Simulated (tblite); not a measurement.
Parent: `[CH2:1]=[CH:2][CH2:3][P@H+:4]([CH3:5])[CH2:6][CH2:7][CH2:8][OH:9]` (charge +1) with C1–C2–C3–P4 80°, C2–C3–P4–C5 -174°, C3–P4–C6–C7 -158°, P4–C6–C7–C8 -43°, C6–C7–C8–O9 56°, [C7H16OP]+.

Structures optimised with GFN2-xTB, isolated species. One conformer each, not checked by frequencies here.

```csv
coordinate of the parent,value
C1=C2,1.321 Å
C2–C3,1.504 Å
C3–P4,1.832 Å
P4–C5,1.808 Å
P4–C6,1.831 Å
C6–C7,1.526 Å
C7–C8,1.525 Å
C8–O9,1.419 Å
C1–C2–C3,123.0°
C2–C3–P4,110.1°
C3–P4–C5,104.0°
C3–P4–C6,103.6°
C5–P4–C6,116.1°
P4–C6–C7,116.6°
C6–C7–C8,109.4°
C7–C8–O9,108.0°
```

**Question.** How does the shared frame change in `[CH2:1]=[CH:2][CH2:3][P@@H+:4]([CH3:5])[CH2:6][SiH3:7]` (charge +1) with C1–C2–C3–P4 -115°, C2–C3–P4–C5 60°, C3–P4–C6–Si7 71°, [C5H14PSi]+? Atoms pair as C1 = C1, C2 = C2, C3 = C3, P4 = P4, C5 = C5, C6 = C6 (parent first).

**Answer.** 
| parent | relative | value in the relative | change |
| --- | --- | --- | --- |
| C1=C2 | C1=C2 | 1.320 Å | -0.001 |
| C2–C3 | C2–C3 | 1.504 Å | 0.000 |
| C3–P4 | C3–P4 | 1.817 Å | -0.015 |
| P4–C5 | P4–C5 | 1.806 Å | -0.002 |
| P4–C6 | P4–C6 | 1.793 Å | -0.038 |
| C1–C2–C3 | C1–C2–C3 | 123.8° | +0.8 |
| C2–C3–P4 | C2–C3–P4 | 109.5° | -0.6 |
| C3–P4–C5 | C3–P4–C5 | 109.5° | +5.5 |
| C3–P4–C6 | C3–P4–C6 | 112.9° | +9.3 |
| C5–P4–C6 | C5–P4–C6 | 112.5° | -3.6 |

Of the parent's bonds, P4–C6 changes most (-0.038 Å). Bonds of the relative outside the shared frame: C6–Si7 1.950 Å. Point group C1 → C1.

**Question.** How does the shared frame change in `[CH:1]#[C:2][CH2:3][P@H+:4]([CH3:5])[CH2:6][CH:7]=[CH2:8]` (charge +1) with C2–C3–P4–C5 64°, C3–P4–C6–C7 -56°, P4–C6–C7–C8 -98°, [C7H12P]+? Atoms pair as C1 = C8, C2 = C7, C3 = C6, P4 = P4, C5 = C5, C6 = C3, C7 = C2, C8 = C1 (parent first).

**Answer.** 
| parent | relative | value in the relative | change |
| --- | --- | --- | --- |
| C1=C2 | C8=C7 | 1.320 Å | -0.001 |
| C2–C3 | C7–C6 | 1.507 Å | +0.003 |
| C3–P4 | C6–P4 | 1.817 Å | -0.015 |
| P4–C5 | P4–C5 | 1.803 Å | -0.005 |
| P4–C6 | P4–C3 | 1.821 Å | -0.010 |
| C6–C7 | C3–C2 | 1.453 Å | -0.073 |
| C7–C8 | C2≡C1 | 1.197 Å | -0.328 |
| C1–C2–C3 | C8–C7–C6 | 123.3° | +0.3 |
| C2–C3–P4 | C7–C6–P4 | 109.7° | -0.4 |
| C3–P4–C5 | C6–P4–C5 | 111.6° | +7.6 |
| C3–P4–C6 | C6–P4–C3 | 110.8° | +7.2 |
| C5–P4–C6 | C5–P4–C3 | 110.2° | -5.9 |
| P4–C6–C7 | P4–C3–C2 | 108.1° | -8.5 |
| C6–C7–C8 | C3–C2–C1 | 179.5° | +70.1 |

Of the parent's bonds, C7–C8 changes most (-0.328 Å). Point group C1 → C1.

All values are computed, not measured.
